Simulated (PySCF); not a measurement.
C3H4O3. Atoms are numbered in the order given.

```xyz
10

O      0.0000     0.0000     2.0446
C      0.0000     0.0000     0.8567
O      0.0000    -1.1111     0.0784
C      0.0000    -0.7728    -1.3026
C      0.0000     0.7728    -1.3026
O      0.0000     1.1111     0.0784
H      0.8947    -1.2009    -1.7798
H     -0.8947    -1.2009    -1.7798
H     -0.8947     1.2009    -1.7798
H      0.8947     1.2009    -1.7798
```

Geometry: B3LYP-D3(BJ)/def2-SVP. A frequency run showed that this geometry is not a minimum. Other conformers were not sampled.

Computed with B3LYP/def2-TZVP (PySCF).

Symmetry labels are those of the subgroup C2v that the program uses (full group C2v).

Computed valence orbital energies around the gap with their symmetry:
```tsv
orbital	symmetry	energy (eV)
HOMO−7	A2	-12.36
HOMO−6	B1	-12.33
HOMO−5	A1	-12.28
HOMO−4	B2	-10.68
HOMO−3	A1	-10.64
HOMO−2	B1	-8.76
HOMO−1	A2	-8.76
HOMO	B2	-8.45
LUMO	A1	0.31
LUMO+1	B1	0.68
LUMO+2	A1	0.78
LUMO+3	B1	1.51
```
